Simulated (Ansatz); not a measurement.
Reaction: GeH4Se (SMILES [GeH3][SeH]) → GeH3Se (SMILES [GeH3][Se], doublet) + H (doublet) (the H-Se bond breaks)
Each species at its own B3LYP-D3(BJ)/def2-TZVP minimum (Ansatz, a program for electronic structure).

Property: bond dissociation energy (electronic), in kJ/mol. Radicals and triplets start from unrestricted determinants; spin-orbit coupling is neglected. Correlated methods leave the cores frozen (noble-gas shells, and filled d and f shells in the p block). No relativity. CBS(X,Y): correlation extrapolated as X^-3, Hartree-Fock from the larger set. A bracket is a step between two methods taken in the basis named. Double hybrids freeze cores in their MP2 part. Where a partner has so few electrons that a lower coupled-cluster level is exact, that level stands in.

CCSD(T)/CBS(cc-pVTZ,cc-pVQZ) + [CCSDT(Q) - CCSD(T)]/cc-pVTZ + [CCSDTQ - CCSDT(Q)]/cc-pVDZ (Ansatz) gives 353.0 kJ/mol.

Problem. What does PBE/def2-TZVPD (Ansatz) give here, and how do the other levels compare?

Solution. PBE gives 342.5 kJ/mol, 10.5 kJ/mol below it. Differences of the others: r2SCAN/def2-TZVPD (Ansatz) -8.7; PBE0/def2-TZVPD (Ansatz) -12.7; wB97M-V/def2-TZVPD (Ansatz) -6.9; B2PLYP/def2-TZVPD (Ansatz) -12.1; CCSD(T)/CBS(cc-pVTZ,cc-pVQZ) (Ansatz) 0.2 kJ/mol.
